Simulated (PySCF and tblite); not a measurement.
Results of a calculation; reference values are marked as such.
C₃H₁₀Si₂, numbered as in [CH3:1][SiH2:2]/[CH:3]=[CH:4]/[SiH3:5].

Geometries GFN2-xTB; weights from TPSS-D3(BJ)/def2-TZVP energies and GFN2-xTB thermal corrections, with symmetry numbers and mirror pairs. Conformers within 2.5 kcal/mol (GFN2-xTB free energy) were kept, 4 at most. GIAO shieldings: PBE0/pcSseg-1. Shifts are against TMS (¹H), TMS (¹³C), TMS (²⁹Si) at the same level. Programs: PySCF with density fitting and tblite.

Torsions listed: C1–Si2–C3–C4. Of a mirror pair one member is shown.

```tsv
conformer	shape	symmetry	E(GFN2) kcal/mol	E(DFT) kcal/mol
1	126°	C1 (pair)	0.00	0.00
2	141°	C1 (pair)	0.04	0.33
```

How much do the weights at 298.15 K and the averaged shift of Si2 depend on how the conformers are weighted?


| weighting | 1 (%) | 2 (%) | δ (ppm) | rms dipole (D) |
| --- | --- | --- | --- | --- |
| DFT energy with thermal terms, symmetry and mirror images (full scheme) | 59 | 41 | -43.1 | 0.66 |
| DFT energy with symmetry and mirror images | 64 | 36 | -42.9 | 0.66 |
| bare DFT energy | 64 | 36 | -42.9 | 0.66 |
| GFN2-xTB energy with symmetry and mirror images | 52 | 48 | -43.2 | 0.66 |
| GFN2-xTB free energy | 47 | 53 | -43.4 | 0.66 |
| leading conformer alone | 100 | 0 | -41.9 | 0.66 |
| equal weights | 50 | 50 | -43.3 | 0.66 |
| full scheme, search stopped after three starts | 100 | 0 | -41.9 | 0.66 |

The largest departure from the full scheme, 1.2 ppm, comes with: leading conformer alone.

Unscaled ²⁹Si shifts at such levels can be off by tens of ppm; differences between conformers or isomers are more reliable.
